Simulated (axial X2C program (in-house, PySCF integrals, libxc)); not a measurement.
# Photoelectron levels of TeF⁻ by EOM-IP-CCSD

Computed with an axial X2C code built on PySCF integrals: two-component X2C with atomic mean-field Coulomb and Gaunt terms, Gaussian nuclei, basis Te dyall-acv3z, F dyall-av3z with contracted cores.

R = 2.010 Å (near the PBE0 minimum at charge -1 of the determinant lowest at the starting distance; the state shown can have its own minimum elsewhere).

Hartree–Fock spinors of TeF⁻ (one of each Kramers pair; a window near the gap, which can cut inner shells):

```json
{"ω": "1/2", "occupied": "yes", "ε (eV)": "-15.10", "character": "59% Te s, 35% F p, 3% F s"}
{"ω": "1/2", "occupied": "yes", "ε (eV)": "-10.86", "character": "93% F p, 3% Te p, 2% Te f"}
{"ω": "3/2", "occupied": "yes", "ε (eV)": "-10.80", "character": "93% F p, 2% Te p, 2% Te f"}
{"ω": "1/2", "occupied": "yes", "ε (eV)": "-9.66", "character": "58% F p, 22% Te s, 16% Te p"}
{"ω": "1/2", "occupied": "yes", "ε (eV)": "-2.97", "character": "90% Te p, 5% F p"}
{"ω": "3/2", "occupied": "yes", "ε (eV)": "-2.32", "character": "91% Te p, 5% F p"}
{"ω": "1/2", "occupied": "no", "ε (eV)": "4.41", "character": "85% Te p, 12% Te s, 2% Te d"}
{"ω": "1/2", "occupied": "no", "ε (eV)": "4.90", "character": "99% Te p"}
{"ω": "3/2", "occupied": "no", "ε (eV)": "4.95", "character": "99% Te p"}
{"ω": "1/2", "occupied": "no", "ε (eV)": "5.37", "character": "76% Te s, 12% Te p, 10% F p"}
{"ω": "1/2", "occupied": "no", "ε (eV)": "7.03", "character": "67% Te p, 14% Te d, 7% F s"}
{"ω": "1/2", "occupied": "no", "ε (eV)": "7.56", "character": "65% F p, 22% Te d, 10% Te s"}
```

Vertical detachment energies of TeF⁻ to the states of TeF:

| Ω of TeF | vertical detachment energy (eV) | above lowest (cm⁻¹) | ionised spinor | one-hole weight |
| --- | --- | --- | --- | --- |
| 3/2 | 2.264 | 0 | 89% Te pπ, 7% F pπ | 0.95 |
| 1/2 | 2.785 | 4200 | 87% Te pπ, 7% F pπ | 0.94 |
| 1/2 | 8.131 | 47322 | 49% F pσ, 22% F pπ, 13% Te sσ | 0.86 |
| 3/2 | 8.179 | 47709 | 92% F pπ | 0.75 |

(1) How far does the lowest EOM-IP-CCSD energy lie from the Koopmans value −ε of the highest filled spinor?

(2) Take the first Ω = 1/2 and Ω = 3/2 rows of π character: how far apart are they, and which lies lower?

This point took 9.3 s on 1 thread of Arm Neoverse V1, with other jobs on the host.

Reference electrons by ω block (each with its −ω partner): 1/2: 20, 3/2: 9, 5/2: 2. 14 electrons of TeF⁻ correlated (inner shells frozen), 92 natural virtual spinors (a truncated set); levels can be off by some tenths of an eV. Roots sought by Ω: (1/2: 4, 3/2: 3, 5/2: 1); the list ends where they run out and leaves out roots under 60 % one-particle weight. The solver can skip a root, and states that need a further excitation, which the method places far too high, are missing though they may lie low or lowest. T1 of the reference 0.014 (Lee–Taylor). Number of frozen shells: Te 4 s, 3 p, 2 d; F 1 s.

## Answers

(1) 2.264 eV against 2.32 eV, a shift of -0.06 eV: relaxation of the final state lowers the energy and the loss of correlation raises it.

(2) E(3/2) − E(1/2) = 0 − 4200 = -4200 cm⁻¹ at EOM-IP-CCSD: inverted, Ω = 3/2 lower. Splittings at this level can be off by ten to twenty per cent.
